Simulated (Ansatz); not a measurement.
Geometry optimisation, RHF/def2-SVP in Ansatz 0.2.0.

Input:

```yaml
crystal:
  periodic: [false, false, false]
  atoms:
    - { symbol: O, position_ang: [-0.39237, -0.70787, 1.09395] }
    - { symbol: C, position_ang: [0.0939, -0.16306, 0.15398] }
    - { symbol: O, position_ang: [1.3181, -0.31473, -0.32131] }
    - { symbol: Se, position_ang: [-0.81492, 1.10944, -0.94135] }
    - { symbol: H, position_ang: [1.47961, 0.24017, -1.10161] }
    - { symbol: H, position_ang: [-2.04, 1.02993, -0.18076] }
basis:
  gaussian: { orbitals: def2-SVP }
hamiltonian:
  xc: hf
relax:
  f_tol: 0.015
  max_steps: 40
```

Command:

```bash
$ ansatz run input.yaml --threads 1 --pin off --max-ram 2048MiB --backend cpu --events-out ev --progress --plain --runs-dir out
```

Question: Where does it end, and by what steps?

Answer: The forces met the threshold. After 6 steps the energy has fallen by 0.143 eV; H5 moved furthest, 0.11 Å.

```
step  energy less start (eV)  largest force component (eV/Å)  accepted
   0                  0.0000                           1.932       yes
   1                 -0.1188                           0.444       yes
   2                 -0.1377                           0.428       yes
   3                 -0.1393                           0.253       yes
   4                 -0.1386                           0.290        no
   5                 -0.1431                           0.032       yes
   6                 -0.1431                           0.004       yes
```

```xyz
6
Properties=species:S:1:pos:R:3
O -0.359 -0.680 1.043
C 0.094 -0.134 0.117
O 1.331 -0.336 -0.302
Se -0.895 1.150 -0.950
H 1.565 0.173 -1.064
H -2.092 1.021 -0.143
```

Whether the end is a true minimum wasn't checked by a vibrational analysis.

Time of the run: 13 s on 1 thread of Arm Neoverse V1, with other jobs on the host, peak memory 0.16 GiB.
